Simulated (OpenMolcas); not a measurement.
## V2+: moving the ligands

V2+ with its 8 nearest fluoride ions at 2.277 Å, on the Ca site of CaF2 (a = 5.46294 Å, distance in the model lattice 2.366 Å). The rest of the host is ab initio model potentials to 7.6 Å and point charges beyond; the distance is set by hand and nothing relaxes. Ligand basis ANO-RCC-VDZP.

* Program: OpenMolcas
* Method: SS-CASPT2, IPEA 0.25 Eh, imaginary shift 0.1 Eh (closed shells correlated: 3s 3p and the ligand valence shells)
* Basis: ANO-RCC-VTZP [6s5p3d2f1g]
* Scalar Hamiltonian: DKH2, point nucleus
* Active space: 3 electrons in 5 orbitals (3d)
* State averaging: 2S+1 = 4 even, 10 roots; 2S+1 = 2 even, 40 roots
* Spin-orbit coupling: RASSI with atomic mean-field integrals over the reference wave functions

Runs around this geometry, states (labels of O, the rotations of Oh). Energies in cm-1 above the lowest state or level, χT in cm3 K/mol; under a threefold ground state the first gap can be a small split of the lowest multiplet, not the spin-orbit step.

```csv
R (Å),Ground state,First state of that spin,First gap with spin-orbit (degeneracies),χT at 300 K,First state of another spin
2.23,4T1,4T2 5650,"13 (4, 2)",1.655,2E 7770
2.277,4T1,4T2 4790,"14 (4, 2)",1.654,2E 8430
2.366,4T1,4T2 3860,"16 (4, 2)",1.651,2E 9500
```

Taking the first state of the same spin as R^-n, n = -ln(3860 / 5650) / ln(2.366 / 2.23) = 6.4 between the shortest and longest distance.

Roots that are degenerate in the reference are averaged as groups; the widest CASPT2 spread within a group is 610 cm-1 (the 3-fold group of multiplicity 2 near 12000 cm-1 above the lowest state of its run, R = 2.23). Shifts and gaps below about the spread of the groups concerned are not significant. Over all roots computed the reference weight is 0.69 to 0.70 in R = 2.23, 0.69 to 0.70 in R = 2.277, 0.69 to 0.70 in R = 2.366; a low but even weight reflects the number of correlated electrons. An orbital triplet at a regular site is open to Jahn-Teller coupling, which can distort the site and quench the lowest spin-orbit gaps and is left out. Ligand-to-metal charge-transfer states are missing. These CASPT2 states fit no ligand-field parameters well, so their order and spin gaps are uncertain. With no ligand orbital active B as a rule stays too high, so bands that hang on it stand too high and its fall with covalency is understated. With one d shell and no ligand orbital active, 10Dq can be off by tens of per cent for divalent 3d ions, low with halides held by bare charges and at times high in hosts. Free-ion shares, where given, are those of the reference states; single-state CASPT2 does not remix them. No measured value stands beside these numbers; the geometry was set by hand and not optimised.
